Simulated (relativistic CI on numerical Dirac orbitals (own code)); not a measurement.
# What each ingredient does to the levels of Cd²⁺

Base calculation: Dirac-Coulomb-Breit CI, orbitals from a KLI potential per configuration, a model potential for QED, valence Slater integrals scaled by 0.85, P86 correlation energy added to each configuration.

Configurations in the expansion (outside the closed core [Kr]): 4d¹⁰, 4d⁹5s, 4d⁹5p, 4d⁹4f, 4d⁹5d, 4d⁹6s, 4d⁹6p, 4d⁹7s, 4d⁹6d, 4d⁹7p, 4d⁹5f, 4d⁹5g, 4d⁹7d, 4d⁹6f. Double excitations out of closed p, d and f shells are left out; levels of such configurations are missing from the list, as are those of other unlisted configurations, and high levels can miss mixing partners.

Variants: (1) self-excluded LDA correlation estimate; (2) Slater integrals left unscaled; (3) configuration mixing switched off. Shifts of the energy above 4d¹⁰ ¹S0, in cm⁻¹, for the lowest level and the first level of each name with at least 55 % of one term (blank where a level changes its place among those of its configuration and J or its character, or is not in the variant):

```csv
Level,Base,Δ(1),Δ(2),Δ(3),Measured
4d¹⁰ ¹S0,0.0,0.0,0.0,0.0,0.0
4d⁹5s ³D3,83431.7,+27.7,-269.8,+23.7,80454.3
4d⁹5s ³D2,85417.2,+28.6,-87.8,+49.0,82354.6
4d⁹5s ³D1,88994.2,+27.7,-235.6,+22.5,86219.5
4d⁹5s ¹D2,92109.3,+31.1,+521.3,+115.7,88871.8
4d⁹5p ³P°2,134935.8,+529.5,-829.5,-25.9,
4d⁹5p ³F°3,137602.7,+529.5,-255.9,-14.2,
4d⁹5p ³P°1,139474.5,+529.8,-694.9,-16.3,
4d⁹5p ³F°4,139712.8,+528.5,-312.8,-35.0,
4d⁹5p ³F°2,141445.1,+529.2,-290.7,-17.6,
4d⁹5p ³P°0,142567.5,+529.5,-751.1,-26.8,
4d⁹5p ³D°3,143955.3,+531.4,+402.9,+14.0,
4d⁹5p ¹D°2,144152.6,+532.1,+402.4,+35.1,
4d⁹5p ¹P°1,147525.0,+542.2,+772.3,+411.1,
```

Correlation outside the listed configurations is missing or only estimated: errors of thousands of cm⁻¹ between configurations and terms are usual at this charge. Rates and lifetimes follow the computed energies and can be off by large factors. The fine structure of a lone outer electron comes out too small, for d and f at times inverted, and misplaced configurations move strength between like terms. 12 of the 28 excited levels that our extract of the measured tables holds in this range could be paired (the sources list more); they are missed by 3183 cm⁻¹ on average and 4125 at most, and levels without a partner can miss by more.

Measured levels: Moore, Atomic Energy Levels, vol. III, NSRDS-NBS 35 (1971 reprint of NBS Circular 467, 1958).

Ionisation energy from the two ground configurations alone: base 37.15 eV; self-excluded LDA correlation estimate 37.47 eV. The NIST ASD value (measured) is 37.468 eV.

LS names give the leading component of a level, which can be under half, so a name can repeat, a term be missing and a line seem to break the LS rules.
